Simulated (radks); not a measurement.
F V, 5 electrons, occupied as [He] 2s2 2p1 (the NIST ground configuration). All-electron calculation, non-relativistic Kohn-Sham, PBE, spin-polarised, spherical densities, point nucleus; open shells are filled with parallel spins first. Program: a radial shooting solver on a logarithmic mesh with Libxc functionals.

Normalised radial functions P(r) = r R(r), r in bohr:

r,1s up,1s down,2s down
0.01374,0.6290,0.6297,0.1762
0.01733,0.7680,0.7689,0.2149
0.02169,0.9240,0.9250,0.2582
0.02713,1.1008,1.1021,0.3068
0.03421,1.3029,1.3043,0.3617
0.0428,1.5095,1.5112,0.4163
0.05355,1.7160,1.7179,0.4682
0.06753,1.9114,1.9135,0.5119
0.08449,2.0587,2.0608,0.5342
0.1066,2.1392,2.1411,0.5234
0.1333,2.1197,2.1212,0.4653
0.1668,1.9856,1.9864,0.3461
0.2103,1.7244,1.7241,0.1490
0.2631,1.3783,1.3772,-0.1103
0.3292,0.9899,0.9883,-0.4169
0.4151,0.6115,0.6091,-0.7398
0.5194,0.3257,0.3234,-0.9972
0.6498,0.1416,0.1403,-1.1349
0.8195,0.0457,0.0452,-1.1032
1.025,0.0111,0.0110,-0.9127
1.283,0.0018,0.0018,-0.6332
1.617,0.0002,0.0002,-0.3496
2.024,0.0000,0.0000,-0.1527
2.532,0.0000,0.0000,-0.0489
3.193,0.0000,0.0000,-0.0100
3.994,0.0000,0.0000,-0.0013
4.997,0.0000,0.0000,-0.0001
6.302,0.0000,0.0000,0.0000

1s up: eigenvalue -776.93 eV, 0 radial nodes, <r> = 0.176 bohr, 90 % of the charge inside 0.315 bohr. 1s down: eigenvalue -775.53 eV, 0 radial nodes, <r> = 0.176 bohr, 90 % of the charge inside 0.314 bohr. 2s down: eigenvalue -114.66 eV, 1 radial node at r = 0.241 bohr, <r> = 0.844 bohr, 90 % of the charge inside 1.31 bohr.
